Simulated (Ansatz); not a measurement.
Consider the hydrogenolysis of the Si–Si bond: `C[SiH](Cl)[SiH2]F` + H₂ → `F[SiH3]` + `C[SiH2]Cl`.

Computed with Ansatz on PBE0-D4/def2-TZVP structures; ΔE is electronic, products minus reactants. CCSD(T)/CBS adds triple-zeta CCSD(T) − MP2 to the extrapolated MP2 energy (def2 sets, frozen cores). This one scheme is used for every species. DFT in def2-TZVPP. Each species was taken in one conformer, which may not be the lowest.

`C[SiH](Cl)[SiH2]F`:

Cartesian coordinates in Å:
```
C -1.751 -0.019 0.190
Si -0.005 -0.408 0.706
Cl 0.316 -2.453 0.597
Si 1.623 0.485 -0.726
F 1.479 2.086 -0.796
H -1.939 -0.351 -0.832
H -2.466 -0.511 0.853
H -1.920 1.060 0.240
H 0.226 -0.008 2.119
H 2.994 0.167 -0.249
H 1.445 -0.048 -2.102
```

H₂:

```xyz
2

H    -0.315    0.191   -0.062
H     0.315   -0.191    0.062
```

`F[SiH3]`:

```xyz
5

F     0.704   -1.382    0.163
Si   -0.018    0.036   -0.004
H     0.835    0.896   -0.857
H    -0.183    0.636    1.340
H    -1.337   -0.186   -0.641
```

`C[SiH2]Cl`:

```xyz
8

C     0.758    0.432    0.509
Si   -0.709   -0.360   -0.308
Cl   -0.287   -0.716   -2.295
H     0.540    0.625    1.563
H     1.004    1.381    0.029
H     1.632   -0.220    0.452
H    -1.900    0.523   -0.263
H    -1.039   -1.667    0.312
```

| level | ΔE (kJ/mol) | difference from CCSD(T)/CBS |
| --- | --- | --- |
| LDA (SPW92) | -16.5 | 13.2 |
| PBE-D4 | -11.5 | 18.2 |
| revPBE-D4 | -8.7 | 21.0 |
| BLYP-D4 | -19.7 | 10.0 |
| r2SCANh-D4 | -24.5 | 5.2 |
| r2SCAN0-D4 | -27.5 | 2.2 |
| CAM-B3LYP-D4 | -34.3 | -4.6 |
| ωB97X-V | -29.9 | -0.2 |
| ωB97M-V | -33.2 | -3.5 |
| PBE | -19.4 | 10.3 |
| BLYP | -34.7 | -5.0 |
| PBE0 | -26.8 | 2.9 |
| HF/def2-SVP | -66.1 | -36.4 |
| MP2/def2-SVP | -42.8 | -13.1 |
| HF/def2-TZVPP | -63.0 | -33.3 |
| CCSD(T)/def2-TZVPP | -33.9 | -4.2 |
| CCSD(T)/CBS | -29.7 | 0 |

Largest T1 diagnostic among the species: 0.011.

From r2SCAN to r2SCAN0 (25 % exact exchange), in def2-TZVPP and without D4, ΔE moves by −5.5 kJ/mol. Leaving LDA and LC-ωPBE aside and taking each functional with its dispersion term where it has one, the values, not all of them listed here, spread over 29.0 kJ/mol, from B2PLYP to revPBE-D4.

CCSD(T)/CBS has its own doubt, a few kJ/mol and more with outer-core shells, so smaller differences from it don't rank the levels.
